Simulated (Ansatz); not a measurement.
`B[Si](O)(F)Cl` + H–F → `B[Si](O)(F)F` + HCl at 400 K and 1 bar (ligand exchange at the Si–Cl bond).

Gas-phase electronic energies from Ansatz, PBE0-D4/def2-TZVP geometries. CCSD(T)/CBS adds triple-zeta CCSD(T) − MP2 to the extrapolated MP2 energy (def2 sets, frozen cores). This one scheme is used for every species. One conformer a species, not always the lowest.

```
        species  CCSD(T)/CBS energy (Eh)  H − E (kJ/mol)  S (J/(mol·K))
`B[Si](O)(F)Cl`               -950.56525           137.2          384.5
            H–F               -100.39570            36.5          182.2
 `B[Si](O)(F)F`               -590.59738           139.0          375.4
            HCl               -460.38127            29.6          195.4
```

H − E and S are ideal-gas, rigid-rotor, harmonic terms from PBE0-D4/def2-TZVP, for one conformer and one mirror image of each species. 1 Eh = 2625.50 kJ/mol, R = 8.31446 J/(mol·K).

**Question.** By hand: ΔE, ΔH, ΔS and ΔG.

**Answer.** ΔE = (-590.59738) + (-460.38127) − (-950.56525) − (-100.39570) = -0.01770 Eh = -46.5 kJ/mol. Δ(H − E) = 139.0 + 29.6 − 137.2 − 36.5 = -5.1, so ΔH = -51.6 kJ/mol. ΔS = 375.4 + 195.4 − 384.5 − 182.2 = 4.1 J/(mol·K). ΔG = -51.6 − 400 × (4.1)/1000 = -53.2 kJ/mol.

**Question.** By hand: the equilibrium constant, and the temperature at which ΔG would vanish if ΔH and ΔS stayed fixed.

**Answer.** log₁₀ K = −ΔG/(RT ln 10) = 6.9. ΔH and −TΔS have one sign here, so there is no such temperature.

The number of gas molecules stays the same, so ΔS is small and ΔH decides. A doubt of 5 kJ/mol in ΔE shifts log₁₀ K by 0.7 here. Other conformers and mirror images would add mixing entropy, several J/(mol·K) or more a flexible species. These are equilibria of isolated gas molecules and say nothing of rates. Largest T1 diagnostic: 0.012 (customary marks: 0.02 for closed shells, 0.045 for open ones).

ΔS is within the doubt of such terms, so its sign, and with it that verdict, could turn.
